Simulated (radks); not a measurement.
The numbers below are computed, except where a source is named.
Radial electron density D(r) = 4 pi r^2 rho(r) of an atom or ion with 14 electrons. Level of theory: scalar-relativistic Kohn-Sham, PBE, spin-polarised, spherical densities, finite nucleus; Fermi nuclear charge, rms radius of each element as measured or else 0.836 A^(1/3) + 0.57 fm (a radial shooting solver on a logarithmic mesh with Libxc functionals).

| r (bohr) | D(r) (e/bohr) | spin D(r) |
|---|---|---|
| 0.00561 | 1.308 | -0.000104 |
| 0.007075 | 1.966 | -0.000108 |
| 0.008995 | 2.953 | -0.0000333 |
| 0.01134 | 4.298 | 0.000256 |
| 0.01431 | 6.120 | 0.00110 |
| 0.01804 | 8.477 | 0.00329 |
| 0.02275 | 11.34 | 0.00860 |
| 0.02869 | 14.53 | 0.0208 |
| 0.03618 | 17.62 | 0.0476 |
| 0.04563 | 20.00 | 0.104 |
| 0.05755 | 20.95 | 0.215 |
| 0.07316 | 19.96 | 0.431 |
| 0.09226 | 17.45 | 0.791 |
| 0.1164 | 14.75 | 1.34 |
| 0.1467 | 13.67 | 2.06 |
| 0.1851 | 15.13 | 2.82 |
| 0.2334 | 17.98 | 3.30 |
| 0.2943 | 19.27 | 3.18 |
| 0.3712 | 16.73 | 2.39 |
| 0.4681 | 11.20 | 1.44 |
| 0.595 | 6.115 | 1.10 |
| 0.7504 | 4.465 | 1.74 |
| 0.9464 | 4.987 | 2.69 |
| 1.193 | 4.850 | 2.83 |
| 1.505 | 3.145 | 1.91 |
| 1.898 | 1.263 | 0.803 |
| 2.394 | 0.2970 | 0.200 |
| 3.019 | 0.03699 | 0.0267 |
| 3.807 | 0.002084 | 0.00162 |

What is the nuclear charge?

Answer. Z = 18. The innermost maximum, from 1s, lies near gamma/Z bohr with gamma = sqrt(1 - (Z/c)^2) = 0.991, here 0.0551 bohr (found: 0.0580), and its height grows with Z. The density is that of the argon ion Ar4+ in [He] 2s2 2p5 3s2 3p3; the configuration itself is not fixed sharply by these data, and Z only to about a unit. D(r) has 3 maxima, at r = 0.0580, 0.287, 1.05 bohr, and minima at 0.144, 0.756 bohr, inside which lie 2.19, 9.34 electrons.
